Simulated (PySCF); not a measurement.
Correlation energy of Sc⁴⁺ (scandium, charge +4)

[Ne] 3s2 3p5, 2P determinant. All numbers are calculated (PySCF 2.14, scalar relativity by spin-free X2C-1e, in an even-tempered Gaussian basis (21 s from 0.09 bohr⁻², ratio 2.5; 13 p from 0.12 bohr⁻², ratio 2.5; 5 d from 1.9 bohr⁻², ratio 2.7; 5 f from 2.9 bohr⁻², ratio 2.7)). Frozen: 1s2; 15 electrons correlated; the 23 highest virtual orbitals of each spin left out.

MP2 pair energies summed by pair of shells (mhartree):

| pair | energy | share (%) |
| --- | --- | --- |
| 2p-2p | -188.59 | 36.5 |
| 3p-3p | -103.28 | 20.0 |
| 2p-3p | -60.63 | 11.7 |
| 2s-2p | -57.01 | 11.0 |
| 3s-3p | -52.56 | 10.2 |
| 2p-3s | -19.33 | 3.7 |
| 2s-3p | -10.86 | 2.1 |
| 2s-2s | -10.08 | 2.0 |
| 3s-3s | -9.67 | 1.9 |
| 2s-3s | -4.03 | 0.8 |

Total MP2 correlation energy: -516.03 mhartree.

Same-spin part -137.17 and opposite-spin part -378.86 mhartree; SCS-MP2 scales them by 1/3 and 6/5 to -500.35 mhartree.
